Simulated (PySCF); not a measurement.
Species: C4H11NSi.
SMILES with atom numbers: `[CH3:1][N:2]([CH3:3])[SiH:4]1[CH2:5][CH2:6]1` (hydrogens: H7, H8, H9 on C1; H10, H11, H12 on C3; H13 on Si4; H14, H15 on C5; H16, H17 on C6)

All values: PBE0/pcSseg-1 and B3LYP/def2-SVPD (PySCF, non-relativistic), on one gas-phase PBE0-D3(BJ)/def2-SVP geometry that isn't relaxed in the solvent. The solvent is an IEF-PCM continuum (Bondi radii, 1.10 Å for H, scaled by 1.2). Specific hydrogen bonds and non-electrostatic terms are outside this model.

Gas phase at PBE0/pcSseg-1: HOMO -6.34 eV, LUMO 0.96 eV, dipole 1.08 D.

Task: What does the continuum do to the energy, the frontier levels and the dipole at PBE0/pcSseg-1 in benzene and methanol?

Result: 
| solvent | ε | E(solvent) − E(gas) (kJ/mol) | polarisation term (kJ/mol) | distortion of the solute (kJ/mol) | HOMO (eV) | LUMO (eV) | dipole (D) |
| --- | --- | --- | --- | --- | --- | --- | --- |
| benzene | 2.271 | -3.05 | -3.14 | 0.09 | -6.28 | 0.98 | 1.21 |
| methanol | 32.61 | -6.78 | -7.24 | 0.46 | -6.26 | 0.97 | 1.35 |

The polarisation term is half the interaction of the solute with the surface charges that it induces; the rest is the cost of distorting the solute's density. The sum is the electrostatic part of solvation alone. From benzene to methanol the lowering changes by a factor 2.22, Onsager's factor (ε − 1)/(2ε + 1) by 2.08 and ε itself by 14.4.

Task: Which radius a makes the point-dipole formula ΔE = −[(ε − 1)/(2ε + 1)]·μ²/a³ give the value in methanol, with the gas-phase dipole?

Result: μ = 0.424 au and |ΔE| = 0.00258 Eh give a = 1.70 Å; the farthest nucleus lies 3.19 Å from the centroid of the nuclei, so such a sphere wouldn't even hold the nuclei. The formula assumes a rigid point dipole at the centre of a sphere.

Task: How do the nuclear quadrupole coupling constants eQVzz/h respond in benzene?

Result: 
```
  nucleus  Q (barn)  gas (MHz)  solvent (MHz)  η gas  η solvent
14N at N2   0.02044      -5.67          -5.64   0.30       0.29
```

Gas phase at B3LYP/def2-SVPD: HOMO -6.16 eV, LUMO 0.40 eV, dipole 0.96 D.

Task: What does the continuum do to the energy, the frontier levels and the dipole at B3LYP/def2-SVPD in benzene?

Result: 
```json
{"solvent": "benzene", "ε": "2.271", "E(solvent) − E(gas) (kJ/mol)": "-2.65", "polarisation term (kJ/mol)": "-2.74", "distortion of the solute (kJ/mol)": "0.09", "HOMO (eV)": "-6.08", "LUMO (eV)": "0.45", "dipole (D)": "1.09"}
```

Task: How does the static polarisability (B3LYP/def2-SVPD, frozen core, with the continuum's full static response) change?

Result: 
```json
{"medium": "gas", "isotropic (au)": "85.7", "principal values (au)": "77.0, 80.1, 100.1", "⟨r²⟩ of the electrons (bohr²)": "848.8"}
{"medium": "benzene", "isotropic (au)": "98.2", "principal values (au)": "88.9, 91.8, 113.8", "⟨r²⟩ of the electrons (bohr²)": "848.6"}
```

The isotropic value in benzene is 1.15 times the gas-phase one; no cavity-field correction is applied. ⟨r²⟩ is taken about the centre of nuclear charge.

Conformer computed: `[CH3:1][N:2]([CH3:3])[SiH:4]1[CH2:5][CH2:6]1`: C1–N2–Si4–C5 124°.
